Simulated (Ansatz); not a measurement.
Reaction (formal exchange of groups at the Si–O bond): `N[SiH2]O[SiH](N)O` + `[AlH2][SeH]` → `N[SiH2][AlH][SeH]` + `N[SiH](O)O`

Isolated molecules relaxed with PBE0-D4/def2-TZVP in Ansatz; ΔE leaves out vibrations. CCSD(T)/CBS adds triple-zeta CCSD(T) − MP2 to the extrapolated MP2 energy (def2 sets, frozen cores). This one scheme is used for every species. DFT in def2-TZVPP. For Se outer-core shells are correlated without core-valence functions, which leaves a few kJ/mol of doubt a bond. Scalar relativity is left out up to krypton. One conformer a species, not always the lowest.

CCSD(T)/CBS gives +136.3 kJ/mol.

Question: Another level gave +105.5 kJ/mol. Which?
A. PBE/def2-TZVPP
B. B2PLYP/def2-TZVPP
C. r2SCAN-D4/def2-TZVPP
D. ωB97M-V/def2-TZVPP

Answer: A. PBE 105.5, B2PLYP 137.5, ωB97M-V 144.1, r2SCAN-D4 132.5 kJ/mol.

Largest T1 diagnostic among the species: 0.011.

From PBE to PBE0 (25 % exact exchange), in def2-TZVPP and without D4, ΔE moves by +10.3 kJ/mol. In def2-TZVPP, CCSD(T) changes the Hartree–Fock value by −16.5 kJ/mol (the triples alone add −2.0 kJ/mol) and MP2 by −9.3 kJ/mol.
